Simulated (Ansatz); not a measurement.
Saddle point of BNH$_{4}$Cl$_{2}$, singlet (BHCl₂ ([Cl][BH][Cl]) + NH₃ → BNH₂Cl₂ ([NH2][B]([Cl])[Cl]) + H₂; bonds formed: H2–H5; dative contacts that become bonds: B1–N6; bonds broken: B1–H2, H5–N6), PBE0-D4/def2-TZVP structure:

```xyz
8
angstrom
B -0.0049 -0.1941 -0.5553
H 0.8488 0.8464 -0.8700
Cl 0.9533 -1.6698 -0.9208
Cl -1.4763 0.1386 -1.5317
H 0.6316 0.8822 0.0996
N -0.1575 0.1076 0.9449
H -1.0604 0.4380 1.2498
H 0.2655 -0.5488 1.5832
```

Energies are electronic, without zero-point energy. Barriers and step energies count from the start structure reached by relaxing down the imaginary mode; all methods use the PBE0-D4 structures, on which another method's saddle can fall below an end. Program: Ansatz 0.2.0. Basis: def2-TZVPP, with def2-QZVPP for the basis limit. Cores are frozen in the correlated methods. B3LYP uses VWN-RPA correlation. Extrapolation: Hartree–Fock as exp(−7.88 √X), correlation as X^−2.97.

```tsv
method	barrier (kJ/mol)	step energy (kJ/mol)
SPW92	155.1	33.8
PBE-D4	168.6	8.9
BLYP-D4	179.9	-7.4
r2SCAN-D4	180.2	7.5
B97M-V	186.7	2.6
PBE0-D4	?	17.2
B3LYP-D4	191.3	0.9
r2SCAN0-D4	?	14.8
BHLYP-D4	210.1	9.0
CAM-B3LYP-D4	195.3	7.4
wB97X-V	196.2	13.0
wB97M-V	193.7	9.4
B2PLYP	196.2	3.4
PBE-QIDH	?	20.1
RPA on PBE	199.9	6.4
HF	242.3	-2.2
MP2	197.1	10.9
CCSD	208.5	11.5
CCSD(T)	201.5	11.0
```

(1) Fill in the withheld barriers. (To be estimated.)

The T1 diagnostic stays at or below 0.011. The end structure is not quite a true minimum (one mode of 54i cm⁻¹).

Answers

(1) Computed: r2SCAN0-D4 191.2; PBE-QIDH 196.7; PBE0-D4 184.3 kJ/mol. Each is the energy of the saddle less that of the start structure, by the same method.

For comparison, the barrier by CCSD(T) at an estimated basis limit (MP2 extrapolated from triple and quadruple zeta, plus CCSD(T) − MP2 in triple zeta) is 201.2 kJ/mol.

The step is the kind of exchange with an N–H group that builds nitride films in atomic layer and chemical vapour deposition.

Labels in which every atom is bracketed show which atoms are joined, not bond orders.

For scale, one of the runs: CCSD(T)/def2-TZVPP, 202 basis functions, launched by `ansatz run in.yaml --threads 4 --pin off --events-out ev --progress --plain --max-ram 9574MiB`. The run took 39 s on 4 CPU threads of an Arm Neoverse V2 (shared host), with 2.4 GiB of host memory at its peak.
